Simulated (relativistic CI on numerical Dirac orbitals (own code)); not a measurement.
## Mo4+: calculation against measurement

Computed by Dirac-Coulomb-Breit CI, KLI orbitals optimised for each configuration, QED by a radiative potential, valence Slater integrals scaled by 0.85, P86 correlation energy added to each configuration (own radial code, finite nucleus).

Configuration list (outside the closed core [Ar] 3d10 4s2): 4p⁶4d², 4p⁶4d5s, 4p⁶4d4f, 4p⁶4d5p, 4p⁵4d³, 4p⁶5s², 4p⁶4f², 4p⁶4d5d, 4p⁶4d6s, 4p⁶5s5p, 4p⁶4d6p, 4p⁶4d5f, 4p⁶4d6d, 4p⁶4d5g, 4p⁶5p². Double excitations out of closed p, d and f shells are left out; levels of such configurations are missing from the list, as are those of other unlisted configurations, and high levels can miss mixing partners.

```csv
Configuration,Term (tabulated),J,Measured (cm⁻¹),Computed,Error,Purity (%)
4p⁶4d²,3F,2,0.0,0,0,98
4p⁶4d²,3F,3,1577.9,1465,-113,100
4p⁶4d²,3F,4,3357.3,3143,-214,100
4p⁶4d²,1D,2,10190.3,10549,358,78
4p⁶4d²,3P,0,11161.5,11550,388,99
4p⁶4d²,3P,1,11806.9,12146,339,100
4p⁶4d²,3P,2,13408.2,13617,209,80
4p⁶4d²,1G,4,16353.9,16687,333,100
4p⁶4d²,1S,0,37738.3,36892,-846,99
4p⁶4d5s,3D,1,92381.0,97338,4957,100
4p⁶4d5s,3D,2,93111.9,98051,4939,97
4p⁶4d5s,3D,3,94835.8,99668,4832,100
4p⁶4d5s,1D,2,99381.1,104475,5094,96
4p⁶4d5p,1D°,2,146976.9,151122,4145,57
4p⁶4d5p,3D°,1,148949.2,152710,3760,95
4p⁶4d5p,3D°,2,150346.4,154147,3801,66
4p⁶4d5p,3F°,3,151195.7,155005,3810,59
4p⁶4d5p,3D°,3,153040.3,156667,3627,57
4p⁶4d5p,3P°,1,156617.1,160272,3655,87
4p⁶4d5p,3P°,0,157059.7,160682,3622,100
4p⁶4d5p,3P°,2,157852.2,161436,3584,94
4p⁶4d5p,1F°,3,159857.3,163934,4077,96
4p⁶4d5p,1P°,1,162257.7,165756,3499,85
4p⁶4d5d,1F,3,232561.5,234373,1811,79
4p⁶4d5d,3D,1,233190.7,234967,1776,83
4p⁶4d5d,3D,2,234253.2,235956,1703,98
4p⁶4d5d,3G,3,234491.3,236175,1684,83
4p⁶4d5d,3G,4,235496.4,237136,1639,98
4p⁶4d5d,3D,3,235635.8,237277,1641,80
4p⁶4d5d,1P,1,236002.8,237797,1794,75
4p⁶4d5d,3G,5,237205.0,238750,1545,100
4p⁶4d4f,1G°,4,237483.3,245314,7831,87
4p⁶4d5d,3F,2,237760.0,239881,2121,94
4p⁶4d5d,3F,3,239069.3,241120,2051,97
4p⁶4d5d,3S,1,239189.6,240686,1497,88
4p⁶4d4f,3F°,2,239393.5,247242,7848,86
4p⁶4d4f,3H°,4,239950.4,247846,7896,86
4p⁶4d4f,3F°,3,240004.7,247744,7739,92
4p⁶4d5d,3F,4,240110.1,242131,2021,97
4p⁶4d4f,3H°,5,240726.6,248587,7860,97
4p⁶4d4f,1D°,2,241752.0,249962,8210,84
4p⁶4d5d,1D,2,241965.9,243829,1863,70
4p⁶4d5d,3P,0,242162.7,244003,1840,96
4p⁶4d5d,3P,1,242972.3,244767,1795,96
4p⁶4d4f,3G°,3,243408.6,250904,7495,85
4p⁶4d5d,3P,2,243955.1,245726,1771,75
4p⁶4d5d,1G,4,244170.6,246362,2191,97
4p⁶4d4f,3G°,4,244627.7,252101,7473,86
4p⁶4d4f,3G°,5,245601.3,253100,7498,89
4p⁶5s5p,3P° †,0,246619.0,251769,5150,87
4p⁶5s5p,3P° †,1,246800.0,252701,5901,75
4p⁶4d4f,3D° †,2,247091.5,255602,8511,66
4p⁶4d4f,3D° †,3,247688.3,255292,7604,86
4p⁶4d4f,1F°,3,250992.0,259002,8010,87
4p⁶4d4f,3P°,0,252464.3,259552,7087,82
```

Measured levels from Sugar and Musgrove, J. Phys. Chem. Ref. Data 17, 155 (1988); pairs were made by configuration, J and term (by order where the table uses no LS term), so strongly mixed levels may be paired wrongly.

Mean error by configuration (cm⁻¹): 4p⁶4d² 57; 4p⁶4d5s 4955; 4p⁶4d5p 3758; 4p⁶4d5d 1808; 4p⁶4d4f 7723. Over the excited levels the mean absolute error is 3518 cm⁻¹ (54 of the 55 excited levels that our extract of the source holds in range could be paired, and the others can miss by more), and the median relative error of those above 1,000 cm⁻¹ is 2.4 %. † marks terms whose computed intervals miss the measured ones by more than a factor of 2.5, or configurations far off the rest, from wrong mixing, a near crossing or a doubtful label or measurement; they are left out of the means.
